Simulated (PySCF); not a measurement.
NMR data simulated for an unnamed compound:

$^{1}$H NMR (400 MHz, computed): δ 7.15 (m, 1H), 7.09 (m, 1H), 4.97 (t, 2H), 2.72 (t, 2H), 2.17 (s, 3H).

$^{13}$C{$^{1}$H} NMR (computed): δ 208.1 (C), 147.7 (CH), 141.6 (CH), 38.0 (CH2), 33.9 (CH3).

Level of theory: NMR shieldings at PBE0/pcSseg-1/GIAO, GFN2-xTB geometry, in PySCF 2.14 (one computed conformer, gas phase, non-relativistic Hamiltonian, rapidly exchanging positions averaged).

δ = σ(ref) − σ, references computed at the same level: $^{1}$H (σref 31.72), $^{13}$C (σref 186.93) vs TMS.

Question: Which of these does the molecule contain: a ketone, a Si–H bond, a non-aromatic C=C double bond, an ester, a C≡C triple bond, an S-methyl group?

Answer: 
- A ketone: yes (δC 208.1).
- A Si–H bond: yes (δH 4.97 (t)).
- A non-aromatic C=C double bond: yes.
- An ester: no.
- A C≡C triple bond: no.
- An S-methyl group: no.

The data belong to `C(C(C)=O)[SiH2]O/C=C/F`, C5H9FO2Si; they needn't prove each group on their own.

Carbon signals by region: 1 in the far downfield region (above 160 ppm), 2 in the sp2 and nitrile region (100–160 ppm), 2 below 50 ppm. Above 160 ppm: 208.1, ketone carbonyl carbon.

Splittings by $^{19}$F in the carbon and heteronuclear signals aren't shown, as no couplings were computed. Shifts are as computed. Against solution values, carbons near 30 ppm lie about +3 ppm off and those near 130 ppm about +5 ppm. Of 1211 compounds with measured shifts, 218 miss one by over three times the rms of a fit or turn the order of signals round; such compounds aren't used in these exercises. Multiplicities follow the n + 1 count of equivalent neighbours, as no J values were calculated; m marks all less simple cases, F and P coupling included.
